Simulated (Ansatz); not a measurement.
Gas-phase electronic energies from Ansatz, PBE0-D4/def2-TZVP geometries. CCSD(T)/CBS adds triple-zeta CCSD(T) − MP2 to the extrapolated MP2 energy (def2 sets, frozen cores). This one scheme is used for every species. Functionals use def2-TZVPP. B3LYP here is the variant with VWN-RPA as its local correlation; programs differ in this. One conformer a species, not always the lowest.

`BN[SiH2][SiH3]` + `O[Si]O[SiH3]` → `[SiH3]O[Si]O[SiH3]` + `BN[SiH3]`  (cleavage of the Si–Si bond)

`BN[SiH2][SiH3]`:

```xyz
12

B     1.999    0.270   -1.230
N     0.604    0.278   -1.120
Si   -0.380   -0.818   -0.172
Si   -1.472    0.322    1.561
H     2.622   -0.570   -0.647
H     2.543    1.100   -1.901
H     0.113    1.006   -1.622
H    -1.405   -1.454   -1.048
H     0.523   -1.865    0.363
H    -0.483    0.895    2.514
H    -2.286    1.436    1.001
H    -2.378   -0.599    2.299
```

`O[Si]O[SiH3]`:

Z-matrix (Å, degrees):
```
Si
O 1 1.646
H 1 1.484 2 108.8
H 1 1.484 2 108.8 3 119.4
H 1 1.486 2 110.6 3 -120.3
Si 2 1.656 1 142.0 3 119.9
O 6 1.643 2 101.2 1 -179.6
H 7 0.963 6 118.3 2 0.0
```

`[SiH3]O[Si]O[SiH3]`:

Cartesian coordinates in Å:
```
Si 1.340 1.832 -1.799
O 0.583 0.710 -0.867
Si 0.004 -0.821 -0.764
O -0.585 -0.815 0.767
Si -1.341 -1.668 1.951
H 1.663 1.268 -3.136
H 2.594 2.248 -1.124
H 0.444 3.003 -1.961
H -0.452 -1.735 3.136
H -1.649 -3.046 1.486
H -2.603 -0.975 2.309
```

`BN[SiH3]`:

Z-matrix (Å, degrees):
```
Si
N 1 1.745
H 1 1.487 2 110.4
H 1 1.480 2 107.6 3 -120.5
H 1 1.487 2 110.4 3 119.0
B 2 1.399 1 126.7 3 120.4
H 2 1.011 1 116.7 3 -59.6
H 6 1.198 2 119.6 1 -180.0
H 6 1.198 2 119.0 1 -0.0
```

| level | ΔE (kcal/mol) | difference from CCSD(T)/CBS |
| --- | --- | --- |
| LDA (SPW92) | -16.8 | 6.6 |
| revPBE-D4 | -17.0 | 6.4 |
| BLYP-D4 | -22.0 | 1.4 |
| B3LYP-D4 | -23.4 | 0.0 |
| r2SCANh-D4 | -22.0 | 1.4 |
| ωB97X-V | -22.5 | 0.9 |
| ωB97M-V | -23.5 | -0.1 |
| PBE-QIDH | -22.3 | 1.1 |
| BLYP | -22.1 | 1.3 |
| r2SCAN0 | -22.6 | 0.8 |
| BHLYP | -26.4 | -3.0 |
| LC-ωPBE | -21.0 | 2.4 |
| HF/def2-SVP | -27.9 | -4.5 |
| SCS-MP2/def2-TZVPP | -26.4 | -3.0 |
| CCSD(T)/def2-TZVPP | -23.4 | 0.0 |
| HF/def2-QZVPP | -31.1 | -7.7 |
| CCSD(T)/CBS | -23.4 | 0 |

Largest T1 diagnostic among the species: 0.014.

Leaving LDA and LC-ωPBE aside and taking each functional with its dispersion term where it has one, the values, not all of them listed here, spread over 9.5 kcal/mol, from BHLYP-D4 to PBE-D4. From r2SCAN to r2SCAN0 (25 % exact exchange), in def2-TZVPP and without D4, ΔE moves by −0.9 kcal/mol.
